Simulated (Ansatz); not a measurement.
Energy needed to pull apart CH₂O₂Si, closed shell, into free ground-state atoms, from the structure below (displaced at random from a GFN2-xTB minimum); no zero-point or spin–orbit terms; open-shell atoms are treated unrestricted, in their ground-state multiplicity.

O1  (-0.899, 0.823, -0.884)
C2  (0.012, -0.251, -0.750)
Si3  (1.008, -0.280, 0.845)
O4  (-0.564, -1.093, 0.533)
H5  (-0.748, 1.437, -1.633)
H6  (1.361, -0.346, 2.516)
(Å)

Computed with Ansatz 0.2.0 (basis: def2-TZVPP); correlated methods freeze the cores.

```json
{"method": "PBE-D4", "atomization energy (kcal/mol)": "500.3"}
{"method": "r2SCAN-D4", "atomization energy (kcal/mol)": "472.6"}
{"method": "PBE0-D4", "atomization energy (kcal/mol)": "?"}
{"method": "r2SCANh-D4", "atomization energy (kcal/mol)": "459.7"}
{"method": "wB97X-V", "atomization energy (kcal/mol)": "?"}
{"method": "wB97M-V", "atomization energy (kcal/mol)": "463.4"}
{"method": "HF", "atomization energy (kcal/mol)": "236.7"}
{"method": "MP2", "atomization energy (kcal/mol)": "463.2"}
{"method": "CCSD", "atomization energy (kcal/mol)": "424.8"}
{"method": "CCSD(T)", "atomization energy (kcal/mol)": "446.8"}
```

(1) What does wB97X-V give? (Judge from chemistry; the value comes from the calculation.)

(2) What does PBE0-D4 give? (Judge from chemistry; the value comes from the calculation.)

T1 diagnostic: at most 0.032. The T1 diagnostic is large here, which may signal multireference character or strong orbital relaxation, so CCSD(T) is less sure. The restricted Hartree–Fock reference is unstable towards an unrestricted one here.

Results:

(1) By the calculation: 459.2 kcal/mol, which is about 12.4 kcal/mol more than CCSD(T)/def2-TZVPP.

(2) Computed: 461.6 kcal/mol, which is about 14.8 kcal/mol more than CCSD(T)/def2-TZVPP.

In triple zeta the MP2 and coupled-cluster atomization energies are still short of their basis limit by a few kcal/mol a bond, whereas those of the functionals are nearly converged, so these differences are not deviations from converged CCSD(T).

For scale, one of the runs: CCSD(T)/def2-TZVPP forces, 163 basis functions (an equivalent command: `ansatz run in.yaml --threads 4`). Time: 100 s of wall clock on 4 CPU threads; the host was shared. Peak host memory: 2.4 GiB.
